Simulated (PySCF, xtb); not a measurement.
Te(I)(SMe) (CH3ISTe), SMILES CS[Te]I. Atoms are numbered in the order given.

```xyz
7

Te     0.3199    -0.7999     0.7857
I     -1.2212     1.3108    -0.1561
S      2.1714    -0.7814    -0.7368
C      1.5189    -1.6535    -2.2098
H      1.1882    -2.6697    -1.9578
H      2.3540    -1.7030    -2.9252
H      0.6928    -1.0824    -2.6553
```

Coordinates come from a B3LYP-D3(BJ)/def2-SVP optimisation. The structure was generated by enumeration, and PubChem lists no compound with its InChIKey, so it may never have been made. The def2 effective core potentials stand for the cores of I, Te; spin–orbit coupling is left out. Other conformers were not sampled.

Calculation: IEF-PCM-ωB97X/def2-SVP in PySCF.

The values are the electrostatic part of the solvation free energy, E(continuum) − E(gas) at the gas-phase geometry, in a cavity of scaled van der Waals radii (PySCF's table); cavitation and dispersion terms are not included. In vacuum the orbital gap is 7.51 eV. The dipole moment in vacuum is 2.17 D.

### Question
Estimate the values in water (ε = 78.36), ethylethanoate (ε = 5.99), diethylether (ε = 4.24). (An estimate is asked for; the answer gives what the named calculation found.)

### Answer

```tsv
solvent	ε	ΔG(elec) (kcal/mol)	dipole (D)	gap (eV)
water	78.36	-3.7	2.96	7.59
ethylethanoate	5.99	-2.8	2.76	7.57
diethylether	4.24	-2.4	2.68	7.56
```

For comparison, GFN2-xTB/ALPB(water) (xtb, at the GFN2-xTB geometry, all terms of that model) gives -1.8 kcal/mol.
